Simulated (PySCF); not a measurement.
Radial density of Be (beryllium, neutral)

B2PLYP, [He] 2s2, closed-shell 1S. All numbers are calculated (PySCF 2.14, the non-relativistic Hamiltonian (point nucleus), in aug-cc-pCVDZ (5s4p2d, 27 functions)).

```tsv
r (bohr)	4πr²ρ (e/bohr)
0.00835	0.02899
0.0141	0.07873
0.0236	0.2056
0.0398	0.5127
0.0669	1.169
0.112	2.317
0.189	3.620
0.318	3.850
0.535	2.197
0.900	0.6119
1.51	0.6691
2.55	0.7136
4.28	0.1864
7.21	0.007596
```
